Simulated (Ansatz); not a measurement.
A nudged elastic band was laid between two geometries of CH7BSi2 (11 atoms, charge 0, multiplicity 1).

Computed with Ansatz, UKS r2SCAN/STO-3G.

```yaml
movable_images: 7
climbing_image: yes
spring: 5.0 eV/Å²
optimiser: quadratic models (default)
start_path: through a guess of the saddle point
force_threshold: 0.05 eV/Å
iteration_limit: 34
end_points: relaxed
```

Initial state:

```xyz
11
Properties=species:S:1:pos:R:3
Si -0.946 1.749 -0.408
B 0.008 0.094 -0.047
C 0.189 -1.014 1.050
Si 1.126 -1.381 -0.512
H -1.797 1.578 -1.568
H -1.776 2.224 0.678
H -0.001 2.799 -0.730
H 0.756 -0.726 1.943
H -0.699 -1.581 1.349
H 2.566 -1.330 -0.406
H 0.640 -2.470 -1.328
```

Final state:

```xyz
11
Properties=species:S:1:pos:R:3
Si -0.893 1.491 -0.261
B -0.304 0.183 1.089
C 0.446 -1.085 0.818
Si 1.062 -1.526 -0.718
H -1.319 0.896 -1.512
H -1.992 2.310 0.201
H 0.180 2.405 -0.602
H -0.548 0.436 2.210
H 0.679 -1.766 1.646
H 1.874 -2.701 -0.959
H 0.879 -0.701 -1.891
```

(1) Which bonds break or form, and what moves?

(2) What energy profile does the band end with?

(3) What is the geometry of the highest image?

(4) What are the harmonic wavenumbers there?

Results:

(1) Bonds broken: B2–Si4, C3–H8. Bonds formed: B2–H8.

(2) It converged. The highest image is number 3 of 0 to 8, 1.48 eV above the first end and 1.57 eV above the last; the last end lies 0.09 eV below the first. A vibrational analysis at the climbing image gives one clearly imaginary mode, 816i cm⁻¹: a first-order saddle point. The orbitals stay closed-shell, which can raise the energy where a bond breaks towards radicals; this wasn't checked here. Limits of this set-up: minimal basis.

```csv
image,path coordinate (Å),energy (eV),B2–Si4 (Å),C3–H8 (Å),B2–H8 (Å)
0,0.00,0.00,1.91,1.10,2.28
1,0.58,0.14,1.91,1.11,2.02
2,1.17,0.75,1.91,1.19,1.59
3,1.75,1.48,1.94,1.67,1.23
4,2.43,1.00,2.07,2.08,1.18
5,3.11,0.53,2.24,2.20,1.17
6,3.79,0.21,2.52,2.23,1.18
7,4.47,-0.02,2.74,2.26,1.18
8,5.15,-0.09,2.84,2.29,1.18
```

(3) 
```xyz
11
Properties=species:S:1:pos:R:3
Si -0.878 1.655 -0.316
B 0.005 0.021 0.242
C -0.020 -1.349 0.838
Si 1.142 -1.330 -0.557
H -1.579 1.443 -1.566
H -1.841 2.125 0.659
H 0.078 2.720 -0.530
H 0.379 0.165 1.408
H -0.294 -1.761 1.826
H 2.523 -1.701 -0.322
H 0.550 -2.044 -1.663
```

(4) 816i, 100, 190, 254, 478, 544, 595, 678, 724, 743, 831, 863, 928, 1035, 1059, 1088, 1134, 1140, 1144, 1403, 2599, 2625, 2635, 2684, 2690, 2692, 3377 cm⁻¹.

The run took 9.8 min on 1 thread of Arm Neoverse V1, with other jobs on the host, peak memory 0.17 GiB.
